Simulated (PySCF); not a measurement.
**Diatomic cations of Be with the chalcogens**

CCSD(T) with double-zeta basis sets in PySCF, for the lowest determinant that a PBE0 search found; no spin–orbit coupling. De refers to high-spin ground-configuration atoms (the charge goes to the atom of lower measured ionisation energy or higher electron affinity, which is not always the lowest computed limit).

```tsv
M	basis	reference, frozen orbitals	charged atom	state (unpaired electrons)	Re (Å)	ωe (cm⁻¹)	De (eV)
O	cc-pVDZ	UHF, 1	Be+	doublet (π ↑)	1.463	1192	3.33
S	jorge-DZP-DKH	UHF, 5	Be+	doublet (π ↑)	1.873	835	3.05
Se	pcseg-1	UHF, 9	Be+	doublet (π ↑)	2.015	690	2.57
```

The shortest bond is that of BeO⁺ (1.463 Å), the longest that of BeSe⁺ (2.015 Å).

The rows differ in basis set, which adds steps of its own.

Down a group the atoms grow and get heavier, so bonds lengthen and wavenumbers fall; this series shows no clear exception.

Correlated steps freeze the inner cores (1 to 9 orbitals); shallow outer-core shells are correlated. Correlated levels converge slowly with the basis: in double zeta they bind strong bonds too weakly, by up to about 1 eV, and carry superposition errors of some tenths. Spin–orbit coupling is left out. For an ion De counts to the pair picked by the measured ionisation energies or electron affinities, which need not be the lowest pair at this level. States were picked by a PBE0 search and need not be the measured ground states.
